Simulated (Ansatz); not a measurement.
Program: Ansatz. Geometries: PBE0-D4/def2-TZVP. ΔE: electronic, gas phase. CCSD(T)/CBS is the MP2 limit (def2-TZVPP, def2-QZVPP) plus CCSD(T) − MP2 in def2-TZVPP, frozen cores. Functionals use def2-TZVPP. B3LYP here is the variant with VWN-RPA as its local correlation; programs differ in this. For Ga outer-core shells are correlated without core-valence functions, which leaves a few kJ/mol of doubt a bond. Scalar relativity is left out up to krypton. One conformer a species, not always the lowest.

`NB(N)S` + `[SiH3][SiH2][GaH2]` → `NB(S)[SiH2][SiH3]` + `[NH2][GaH2]`  (redistribution)

`NB(N)S`:

Z-matrix (Å, degrees):
```
N
B 1 1.411
H 1 1.004 2 122.9
H 1 1.002 2 123.2 3 -175.0
N 2 1.411 1 122.3 3 2.9
S 2 1.844 1 121.3 3 -177.7
H 5 1.003 2 122.8 1 -173.9
H 5 1.004 2 123.3 1 5.9
H 6 1.340 2 97.0 1 13.7
```

`[SiH3][SiH2][GaH2]`:

```xyz
10

Si   -1.472   -0.911   -0.329
Si    0.795   -0.582    0.157
Ga    1.231    1.779    0.296
H    -1.808   -2.357   -0.434
H    -1.816   -0.249   -1.617
H    -2.313   -0.306    0.740
H     1.097   -1.284    1.437
H     1.593   -1.232   -0.923
H     1.087    2.542    1.664
H     1.606    2.600   -0.991
```

`NB(S)[SiH2][SiH3]`:

Cartesian coordinates in Å:
```
N -0.721 -1.683 -1.319
B -0.174 -0.413 -1.140
S -0.618 1.011 -2.168
Si 1.134 -0.072 0.362
Si 0.133 1.246 2.016
H -1.402 -1.910 -2.026
H -0.460 -2.466 -0.746
H -1.507 0.416 -2.986
H 2.363 0.623 -0.115
H 1.554 -1.369 0.977
H 1.044 1.459 3.174
H -1.105 0.585 2.515
H -0.239 2.574 1.457
```

`[NH2][GaH2]`:

Cartesian coordinates in Å:
```
N -0.472 0.800 -0.213
Ga 0.426 -0.722 0.192
H -1.026 0.924 -1.043
H -0.475 1.623 0.366
H 0.313 -1.897 -0.830
H 1.234 -0.727 1.527
```

Q: Is it downhill or uphill in electronic energy at CCSD(T)/CBS, and by how much? (An estimate is asked.)

A: The calculation gave: Uphill: ΔE = +12.1 kcal/mol.

Q: What do these levels give: r2SCAN-D4, PBE0-D4, B3LYP-D4, ωB97M-V, PBE, SCS-MP2/def2-TZVPP, CCSD/def2-TZVPP, CCSD(T)/def2-TZVPP, HF/def2-QZVPP, SCS-MP2/def2-QZVPP, HF/CBS(def2), MP2/CBS(def2)? (Best estimate.)

A: Ansatz gave: r2SCAN-D4 13.1, PBE0-D4 14.3, B3LYP-D4 13.5, ωB97M-V 13.8, PBE 13.1, SCS-MP2/def2-TZVPP 11.7, CCSD/def2-TZVPP 13.1, CCSD(T)/def2-TZVPP 12.1, HF/def2-QZVPP 16.8, SCS-MP2/def2-QZVPP 11.7, HF/CBS(def2) 16.8, MP2/CBS(def2) 11.5 kcal/mol.

Largest T1 diagnostic among the species: 0.014.

From PBE to PBE0 (25 % exact exchange), in def2-TZVPP and without D4, ΔE moves by +1.6 kcal/mol. In def2-TZVPP, CCSD(T) changes the Hartree–Fock value by −4.7 kcal/mol (the triples alone add −1.0 kcal/mol) and MP2 by −5.3 kcal/mol.
